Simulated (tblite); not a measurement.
Compound: C7H12P (charge +1).
SMILES with atom numbers: `[CH3:1][C:2]1=[C:3]([CH3:4])[PH+:5]1[CH:6]1[CH2:7][CH2:8]1` (hydrogens: H9, H10, H11 on C1; H12, H13, H14 on C4; H15 on P5; H16 on C6; H17, H18 on C7; H19, H20 on C8)
Bond orders are those of one Lewis drawing.

Computed with GFN2-xTB (tblite), gas phase: L-BFGS steps from a force-field or distance-geometry start until the largest atomic force falls under 0.01 eV/Å.

The end geometry, which sets the zero of energy:
```
atom  x, y, z in Å
C1     -2.3519   -1.7764   -0.1677
C2     -1.4905   -0.6251    0.0941
C3     -1.3793    0.7126    0.1156
C4     -2.0476    1.9911   -0.1232
P5      0.1438   -0.0921    0.6001
C6      1.6138   -0.1200   -0.4496
C7      2.8348   -0.8426    0.0608
C8      2.8229    0.6445    0.0328
H9     -1.8589   -2.4894   -0.8273
H10    -3.2820   -1.4438   -0.6253
H11    -2.5816   -2.2957    0.7632
H12    -1.4177    2.6523   -0.7171
H13    -2.2474    2.4928    0.8241
H14    -2.9909    1.8267   -0.6407
H15     0.4671   -0.1037    1.9463
H16     1.3804   -0.1419   -1.5081
H17     2.7805   -1.3376    1.0206
H18     3.4311   -1.3745   -0.6638
H19     3.4095    1.1600   -0.7116
H20     2.7587    1.1735    0.9739
```

Question: These geometries come from the run, each turned onto the end geometry. Order them by energy, lowest first.
A.
```
atom  x, y, z in Å
C1     -2.3852   -1.7564   -0.2296
C2     -1.4920   -0.6346    0.0591
C3     -1.3659    0.7007    0.1247
C4     -2.0250    1.9948   -0.0510
P5      0.1491   -0.1409    0.5778
C6      1.6281   -0.2075   -0.4588
C7      2.8756   -0.7935    0.1507
C8      2.7842    0.6769   -0.0569
H9     -1.9122   -2.4705   -0.9011
H10    -3.3089   -1.3936   -0.6797
H11    -2.6296   -2.2869    0.6895
H12    -1.4103    2.6694   -0.6446
H13    -2.1900    2.4646    0.9183
H14    -2.9840    1.8542   -0.5454
H15     0.4803   -0.1936    1.9213
H16     1.4141   -0.3714   -1.5083
H17     2.8208   -1.1705    1.1632
H18     3.5114   -1.3807   -0.4960
H19     3.3610    1.1345   -0.8451
H20     2.6733    1.3159    0.8089
```
B.
```
atom  x, y, z in Å
C1     -2.4379   -1.7215   -0.3192
C2     -1.5117   -0.6584    0.0642
C3     -1.3203    0.6633    0.1855
C4     -1.9269    1.9805   -0.0001
P5      0.1379   -0.2720    0.6467
C6      1.6181   -0.3337   -0.3916
C7      2.9377   -0.6845    0.2459
C8      2.6760    0.7216   -0.1651
H9     -2.0193   -2.3287   -1.1227
H10    -3.3735   -1.2774   -0.6584
H11    -2.6399   -2.3844    0.5221
H12    -1.3833    2.5530   -0.7526
H13    -1.9017    2.5513    0.9277
H14    -2.9611    1.8637   -0.3215
H15     0.4187   -0.3753    2.0005
H16     1.4122   -0.6681   -1.4020
H17     2.9582   -0.9124    1.3035
H18     3.6250   -1.2786   -0.3381
H19     3.1759    1.1139   -1.0370
H20     2.5107    1.4582    0.6092
```
C.
```
atom  x, y, z in Å
C1     -2.5005   -1.7495   -0.3551
C2     -1.5610   -0.7083    0.0526
C3     -1.2897    0.5944    0.1855
C4     -1.7636    1.9674    0.0126
P5      0.1099   -0.4198    0.6567
C6      1.6001   -0.3883   -0.3679
C7      2.9337   -0.5766    0.3002
C8      2.5486    0.7746   -0.1922
H9     -2.1655   -2.2131   -1.2823
H10    -3.4820   -1.3084   -0.5173
H11    -2.5790   -2.5358    0.3937
H12    -1.3278    2.3984   -0.8892
H13    -1.4577    2.5896    0.8516
H14    -2.8467    1.9861   -0.0817
H15     0.3738   -0.4210    2.0161
H16     1.4341   -0.7878   -1.3607
H17     2.9524   -0.7523    1.3670
H18     3.6839   -1.1337   -0.2375
H19     3.0239    1.1519   -1.0846
H20     2.3080    1.5429    0.5297
```
D.
```
atom  x, y, z in Å
C1     -2.6744   -1.7095   -0.3639
C2     -1.5906   -0.7685   -0.0707
C3     -1.2180    0.5075    0.0451
C4     -1.7111    1.8861    0.0230
P5      0.1406   -0.5725    0.5142
C6      1.7253   -0.4594   -0.3938
C7      3.0347   -0.4930    0.3654
C8      2.5347    0.8014   -0.1781
H9     -2.5802   -2.1473   -1.3611
H10    -3.6228   -1.1650   -0.3029
H11    -2.7079   -2.5158    0.3679
H12    -1.4703    2.3866   -0.9189
H13    -1.2600    2.4450    0.8426
H14    -2.7942    1.8718    0.1620
H15     0.3833   -0.3172    1.8520
H16     1.7106   -0.9098   -1.3855
H17     3.0299   -0.6275    1.4433
H18     3.8752   -0.9638   -0.1342
H19     3.0169    1.2291   -1.0480
H20     2.1731    1.5322    0.5387
```
E.
```
atom  x, y, z in Å
C1     -2.3710   -1.7474   -0.2775
C2     -1.4976   -0.6255    0.0622
C3     -1.3663    0.7071    0.1608
C4     -2.0195    2.0051   -0.0062
P5      0.1406   -0.1532    0.6069
C6      1.6143   -0.2474   -0.4363
C7      2.8800   -0.7664    0.1983
C8      2.7673    0.6793   -0.1295
H9     -1.8657   -2.4442   -0.9444
H10    -3.2742   -1.3798   -0.7582
H11    -2.6512   -2.2994    0.6204
H12    -1.3947    2.6786   -0.5915
H13    -2.1830    2.4729    0.9656
H14    -2.9810    1.8737   -0.4991
H15     0.4458   -0.2426    1.9536
H16     1.3912   -0.5024   -1.4665
H17     2.8552   -1.0585    1.2391
H18     3.5146   -1.3906   -0.4107
H19     3.3264    1.0622   -0.9685
H20     2.6639    1.3892    0.6787
```

Answer: A (0.005 eV), E (0.010 eV), B (0.018 eV), C (0.035 eV), D (0.138 eV).

In the order of the answer:

```
step  E above end (eV)  largest force (eV/Å)  rms force component (eV/Å)  rms distance from end (Å)  rms bond change (Å)  bond most changed (Å)
 122             0.005                  0.07                       0.024                      0.127                0.001           C3–P5 +0.002
 103             0.010                  0.05                       0.015                      0.202                0.001           C3–P5 +0.002
  90             0.018                  0.05                       0.016                      0.320                0.001           C3–P5 +0.003
  65             0.035                  0.06                       0.019                      0.479                0.003           C2–P5 +0.008
  17             0.138                  0.25                       0.095                      0.613                0.012           C2–P5 +0.046
```

The cost below is that of the whole relaxation. On an Arm Neoverse V2 with one thread, no GPU, shared host with 32 logical CPUs at a one-minute load of 9.9, this took 0.89 s of wall time.
